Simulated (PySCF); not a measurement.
Compound: C7H9O2S (charge +1).
Atom-mapped SMILES: `[CH3:1][S:2](=[O:3])(=[O:4])[C:5]1=[CH:6][CH2:7][CH+:8][CH:9]=[CH:10]1`

Geometry (GFN2-xTB, Å), atoms numbered from 1 in this order:
```
atom  x, y, z in Å
C1    -2.905    0.171    0.607
S2    -1.888   -0.371   -0.774
O3    -2.013    0.527   -1.877
O4    -1.998   -1.781   -0.964
C5    -0.141   -0.134   -0.204
C6     0.564    0.942   -0.666
C7     1.995    1.065   -0.414
C8     2.605   -0.014    0.355
C9     1.871   -1.089    0.783
C10    0.503   -1.158    0.492
H11   -3.941    0.029    0.315
H12   -2.712    1.220    0.788
H13   -2.679   -0.441    1.471
H14    0.050    1.690   -1.256
H15    2.229    2.045    0.037
H16    2.526    1.180   -1.377
H17    3.663    0.048    0.567
H18    2.340   -1.892    1.332
H19   -0.077   -2.026    0.777
```

Definitions: NICS(0) = −σiso at the ring centroid; NICS(1) = −σiso and NICS(1)zz = −σzz at ±1 Å along the ring normal z. Level: GIAO PBE0/pcSseg-1 (PySCF, non-relativistic, gas phase) on the GFN2-xTB geometry, one conformer.

Ring bond lengths (Å), with Mayer bond orders in brackets: C5–C6 1.366 (1.51), C6–C7 1.458 (1.12), C7–C8 1.458 (1.12), C8–C9 1.370 (1.55), C9–C10 1.400 (1.33), C10–C5 1.395 (1.27).

Task: Give the NICS values of each ring in ppm.

Result: 
```json
{"ring": "C5–C6–C7–C8–C9–C10", "type": "6-membered carbocycle; formal bonds 2 double, 4 single", "NICS(0)": "-1.2", "NICS(1), two faces": "-6.5 / -7.0", "NICS(1)zz, two faces": "-14.1 / -14.6", "rms pucker (Å)": "0.01", "centre to ring atoms, mean (Å)": "1.41"}
```

Task: What can be read from them?

Result: 
- C5–C6–C7–C8–C9–C10: mean NICS(1)zz -14.4 ppm, shielded. C7 has four or more neighbours, so the value isn't read as a sign of a π ring current. NICS(0) lies 6 ppm above the mean NICS(1).
